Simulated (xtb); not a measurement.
H₃HfO₃ (SMILES [OH][Hf]([OH])[OH]), doublet, from a rough starting geometry (GFN-xTB shapes and energies of metal compounds can be far from the true ones) (the multiplicity is a formal guess); xtb 6.7.1 with GFN2-xTB.

xtb was given this input:
```
$ xtb mol.xyz --gfn 2 --uhf 1 --opt vtight --json

# file mol.xyz
7

Hf     0.09656817    -0.22987077     0.24522255
O      1.60843245    -0.36992037    -0.87185634
H      1.60393173     0.23792912    -1.65141174
O     -0.36557886    -1.02810190     1.89251812
H     -1.26797466    -0.81644709     2.29622188
O     -1.04319102     0.96116630    -0.58883643
H     -0.72866250     1.34201915    -1.49244843
```

The log (banner, timings and long lists left out):

```
   ID    Z sym.   atoms
    1   72 Hf     1
    2    8 O      2, 4, 6
    3    1 H      3, 5, 7

           -------------------------------------------------
          |                Calculation Setup                |
           -------------------------------------------------

molecular fragmentation (1/2 indicates fragments):
1111122
# atoms in fragment 1/2:     5     2
 fragment masses (1/2) :      212.50       17.01
CMA distance (Bohr)    :   3.758
constraining FC (au)   :  0.0500

           -------------------------------------------------
          |                 G F N 2 - x T B                 |
           -------------------------------------------------

          ...................................................
          :                      SETUP                      :
          :.................................................:
          :  # basis functions                  25          :
          :  # atomic orbitals                  24          :
          :  # shells                           12          :
          :  # electrons                        25          :
          :  max. iterations                   250          :
          :  Hamiltonian                  GFN2-xTB          :
          :  restarted?                      false          :
          :  GBSA solvation                  false          :
          :  PC potential                    false          :
          :  electronic temp.          300.0000000     K    :
          :  accuracy                    1.0000000          :
          :  -> integral cutoff          0.2500000E+02      :
          :  -> integral neglect         0.1000000E-07      :
          :  -> SCF convergence          0.1000000E-05 Eh   :
          :  -> wf. convergence          0.1000000E-03 e    :
          :  Broyden damping             0.4000000          :
          :  net charge                          0          :
          :  unpaired electrons                  1          :
          ...................................................

 iter      E             dE          RMSdq      gap      omega  full diag
   1     -0.5724227 -0.572423E+00  0.373E+01    1.21       0.0  T
   2    -11.5100780 -0.109377E+02  0.249E+01    1.47       1.0  T
   3    -13.8265990 -0.231652E+01  0.142E+01    0.50       1.0  T
   4    -15.1321609 -0.130556E+01  0.101E+01    0.88       1.0  T
   5    -14.6840786  0.448082E+00  0.891E+00    0.76       1.0  T
   6    -14.0668517  0.617227E+00  0.101E+01    1.10       1.0  T
   7    -12.4133450  0.165351E+01  0.176E+01    1.07       1.0  T
   8    -12.7657474 -0.352402E+00  0.168E+01    1.05       1.0  T
   9    -13.9849323 -0.121918E+01  0.109E+01    1.07       1.0  T
  10    -13.7827196  0.202213E+00  0.118E+01    1.07       1.0  T
  11    -12.3657979  0.141692E+01  0.191E+01    0.98       1.0  T
  12    -14.1629428 -0.179714E+01  0.102E+01    1.07       1.0  T
  13    -14.1653419 -0.239902E-02  0.102E+01    1.07       1.0  T
  14    -14.8906818 -0.725340E+00  0.603E+00    1.10       1.0  T
  15    -15.2764366 -0.385755E+00  0.293E+00    1.11       1.0  T
  16    -15.2779917 -0.155509E-02  0.202E+00    1.12       1.0  T
  17    -15.2744929  0.349881E-02  0.141E+00    1.11       1.0  T
  18    -15.2726415  0.185139E-02  0.926E-01    1.09       1.0  T
  19    -15.2803353 -0.769387E-02  0.546E-01    1.09       1.0  T
  20    -15.2824374 -0.210207E-02  0.269E-01    1.09       1.0  T
  21    -15.2829293 -0.491856E-03  0.149E-01    1.09       1.0  T
  22    -15.2830894 -0.160143E-03  0.112E-01    1.09       1.0  T
  23    -15.2830951 -0.568711E-05  0.132E-01    1.09       1.0  T
  24    -15.2830986 -0.354780E-05  0.119E-01    1.09       1.0  T
  25    -15.2831014 -0.273241E-05  0.113E-01    1.09       1.0  T
  26    -15.2830909  0.105257E-04  0.132E-01    1.09       1.0  T
  27    -15.2830653  0.256029E-04  0.179E-01    1.09       1.0  T
  28    -15.2830635  0.172642E-05  0.191E-01    1.09       1.0  T
  29    -15.2830778 -0.142921E-04  0.174E-01    1.09       1.0  T
  30    -15.2831036 -0.258242E-04  0.130E-01    1.09       1.0  T
  31    -15.2831189 -0.152550E-04  0.979E-02    1.09       1.0  T
  32    -15.2831292 -0.102897E-04  0.689E-02    1.09       1.0  T
  33    -15.2831357 -0.646900E-05  0.416E-02    1.09       1.0  T
  34    -15.2831385 -0.281591E-05  0.200E-02    1.09       1.9  T
  35    -15.2831393 -0.805064E-06  0.383E-03    1.09       9.9  T
  36    -15.2831393 -0.233746E-07  0.156E-03    1.09      24.2  T
  37    -15.2831393 -0.516006E-08  0.105E-04    1.09     359.2  T
  38    -15.2831393  0.489688E-10  0.118E-04    1.09     321.2  T

   *** convergence criteria satisfied after 38 iterations ***

         :::::::::::::::::::::::::::::::::::::::::::::::::::::
         ::                     SUMMARY                     ::
         :::::::::::::::::::::::::::::::::::::::::::::::::::::
         :: total energy             -15.228119683925 Eh    ::
         :: gradient norm              0.079795705009 Eh/a0 ::
         :: HOMO-LUMO gap              1.086200609843 eV    ::
         ::.................................................::
         :: SCC energy               -15.283137689698 Eh    ::
         :: -> isotropic ES            0.110511436122 Eh    ::
         :: -> anisotropic ES         -0.003732134727 Eh    ::
         :: -> anisotropic XC         -0.001060060379 Eh    ::
         :: -> dispersion             -0.002909445757 Eh    ::
         :: repulsion energy           0.055018005773 Eh    ::
         :: add. restraining           0.000000000000 Eh    ::
         :: total charge              -0.000000000149 e     ::
         :::::::::::::::::::::::::::::::::::::::::::::::::::::

      -----------------------------------------------------------
     |                   =====================                   |
     |                        A N C O P T                        |
     |                   =====================                   |
[...]
 * total energy  :   -15.2281197 Eh     change       -0.6482814E-10 Eh
 * total energy  :   -15.2326573 Eh     change       -0.4537664E-02 Eh
 * total energy  :   -15.2333329 Eh     change       -0.6755718E-03 Eh
 * total energy  :   -15.2333895 Eh     change       -0.5659137E-04 Eh
 * total energy  :   -15.2334051 Eh     change       -0.1561998E-04 Eh
 * total energy  :   -15.2334125 Eh     change       -0.7321263E-05 Eh
 * total energy  :   -15.2334158 Eh     change       -0.3352420E-05 Eh
 * total energy  :   -15.2334175 Eh     change       -0.1729693E-05 Eh
 * total energy  :   -15.2334178 Eh     change       -0.2966385E-06 Eh
 * total energy  :   -15.2334180 Eh     change       -0.1573896E-06 Eh
 * total energy  :   -15.2334180 Eh     change       -0.4449412E-07 Eh
   *** GEOMETRY OPTIMIZATION CONVERGED AFTER 11 ITERATIONS ***
[...]
          ...................................................

 iter      E             dE          RMSdq      gap      omega  full diag
   1    -15.3068945 -0.153069E+02  0.221E-04    1.13       0.0  T
   2    -15.3068945 -0.872191E-12  0.152E-04    1.13     248.6  T
   3    -15.3068945 -0.515143E-12  0.691E-06    1.13    5466.1  T

   *** convergence criteria satisfied after 3 iterations ***

         :::::::::::::::::::::::::::::::::::::::::::::::::::::
         ::                     SUMMARY                     ::
         :::::::::::::::::::::::::::::::::::::::::::::::::::::
         :: total energy             -15.233418032704 Eh    ::
         :: gradient norm              0.000068243888 Eh/a0 ::
         :: HOMO-LUMO gap              1.125668216404 eV    ::
         ::.................................................::
         :: SCC energy               -15.306892965157 Eh    ::
         :: -> isotropic ES            0.111035017057 Eh    ::
         :: -> anisotropic ES         -0.004591686135 Eh    ::
         :: -> anisotropic XC         -0.001547794038 Eh    ::
         :: -> dispersion             -0.002645342238 Eh    ::
         :: repulsion energy           0.073474932452 Eh    ::
         :: add. restraining           0.000000000000 Eh    ::
         :: total charge              -0.000000000042 e     ::
         :::::::::::::::::::::::::::::::::::::::::::::::::::::

           -------------------------------------------------
          |                Property Printout                |
           -------------------------------------------------

    * Orbital Energies and Occupations

         #    Occupation            Energy/Eh            Energy/eV
      -------------------------------------------------------------
         1        2.0000           -0.7305377             -19.8789
         2        2.0000           -0.6956791             -18.9304
         3        2.0000           -0.6907207             -18.7955
         4        2.0000           -0.5825041             -15.8507
         5        2.0000           -0.5498811             -14.9630
         6        2.0000           -0.5288537             -14.3908
         7        2.0000           -0.4905819             -13.3494
         8        2.0000           -0.4820421             -13.1170
         9        2.0000           -0.4470553             -12.1650
        10        2.0000           -0.4447469             -12.1022
        11        2.0000           -0.4392500             -11.9526
        12        2.0000           -0.4371164             -11.8945
        13        1.0000           -0.3120167              -8.4904 (HOMO)
        14                         -0.2706492              -7.3647 (LUMO)
        15                         -0.2686292              -7.3098
        16                         -0.2457139              -6.6862
        17                         -0.2127892              -5.7903
        18                         -0.0953016              -2.5933
        19                          0.0070538               0.1919
        20                          0.0474461               1.2911
        21                          0.0878378               2.3902
        22                          0.2433508               6.6219
        23                          0.3795688              10.3286
        24                          0.7604756              20.6936
      -------------------------------------------------------------
                  HL-Gap            0.0413675 Eh            1.1257 eV
             Fermi-level           -0.3329765 Eh           -9.0608 eV

     #   Z          covCN         q      C6AA      α(0)
     1  72 Hf       2.488     0.734   334.367    46.473
     2   8 O        1.503    -0.566    24.491     6.674
     3   1 H        0.929     0.318     0.658     1.269
     4   8 O        1.503    -0.558    24.317     6.650
     5   1 H        0.941     0.320     0.653     1.263
     6   8 O        1.503    -0.567    24.525     6.678
     7   1 H        0.937     0.319     0.653     1.264

 Mol. C6AA /au·bohr⁶  :       1195.026915
 Mol. C8AA /au·bohr⁸  :     107994.414529
 Mol. α(0) /au        :         70.270282

Wiberg/Mayer (AO) data.
largest (>0.10) Wiberg bond orders for each atom

 ---------------------------------------------------------------------------
     #   Z sym  total        # sym  WBO       # sym  WBO       # sym  WBO
 ---------------------------------------------------------------------------
     1  72 Hf   3.378 --     6 O    1.090     4 O    1.083     2 O    1.078
     2   8 O    2.106 --     1 Hf   1.078     3 H    0.850
     3   1 H    0.899 --     2 O    0.850
     4   8 O    2.112 --     1 Hf   1.083     5 H    0.850
     5   1 H    0.898 --     4 O    0.850
     6   8 O    2.108 --     1 Hf   1.090     7 H    0.852
     7   1 H    0.898 --     6 O    0.852
 ---------------------------------------------------------------------------

Topologies differ in total number of bonds
Writing topology from bond orders to xtbtopo.mol

molecular dipole:
                 x           y           z       tot (Debye)
 q only:       -0.281       0.524      -0.565
   full:       -0.323       0.585      -0.624       2.324
molecular quadrupole (traceless):
                xx          xy          yy          xz          yz          zz
 q only:       -2.744       3.772      -1.155      -2.946      -0.525       3.900
  q+dip:       -3.391       4.506      -1.516      -3.691      -0.904       4.907
   full:       -3.036       4.012      -1.613      -3.639      -1.080       4.649

optimized geometry written to: xtbopt.xyz

           -------------------------------------------------
          | TOTAL ENERGY              -15.233418032704 Eh   |
          | GRADIENT NORM               0.000068243888 Eh/α |
          | HOMO-LUMO GAP               1.125668216404 eV   |
           -------------------------------------------------

normal termination of xtb
```
